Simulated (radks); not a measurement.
Trend from Lu to Hg: ionisation energy by Delta-SCF between NIST ground configurations, and size. Calculated with a radial shooting solver on a logarithmic mesh with Libxc functionals: scalar-relativistic Kohn-Sham, r2SCAN, spin-polarised, spherical densities, finite nucleus; open shells are filled with parallel spins first (spin-orbit coupling, left out, can overturn this in heavy ions); meta-GGA in the generalised Kohn-Sham scheme; Fermi nuclear charge, rms radius of each element as measured or else 0.836 A^(1/3) + 0.57 fm.

species,configuration,configuration of the ion,IE (eV),NIST (eV),kind,-e(HOMO) (eV),outermost,<r> outermost (bohr)
Lu,[Xe] 4f14 5d1 6s2,[Xe] 4f14 6s2,5.281,5.426,exp.,1.911 (5d),6s,3.76
Hf,[Xe] 4f14 5d2 6s2,[Xe] 4f14 5d1 6s2,6.934,6.825,exp.,3.177 (5d),6s,3.63
Ta,[Xe] 4f14 5d3 6s2,[Xe] 4f14 5d3 6s1,7.020,7.550,exp.,4.432 (5d),6s,3.53
W,[Xe] 4f14 5d4 6s2,[Xe] 4f14 5d4 6s1,7.155,7.864,exp.,4.850 (6s),6s,3.45
Re,[Xe] 4f14 5d5 6s2,[Xe] 4f14 5d5 6s1,7.269,7.834,exp.,4.912 (6s),6s,3.38
Os,[Xe] 4f14 5d6 6s2,[Xe] 4f14 5d6 6s1,8.161,8.438,exp.,4.444 (5d),6s,3.16
Ir,[Xe] 4f14 5d7 6s2,[Xe] 4f14 5d7 6s1,8.820,8.967,exp.,5.973 (5d),6s,3.00
Pt,[Xe] 4f14 5d9 6s1,[Xe] 4f14 5d9,9.510,8.959,exp.,5.604 (5d),6s,2.86
Au,[Xe] 4f14 5d10 6s1,[Xe] 4f14 5d10,9.548,9.226,exp.,6.375 (6s),6s,2.81
Hg,[Hg],[Xe] 4f14 5d10 6s1,10.370,10.438,exp.,7.038 (6s),6s,2.67

Reference values: NIST Atomic Spectra Database (exp. = measured, semi-emp. = semi-empirical, theory = theoretical value adopted there). Open shells are spherical and high-spin; term and fine-structure splittings are not resolved. Spin-orbit splitting is averaged out at the scalar-relativistic level.
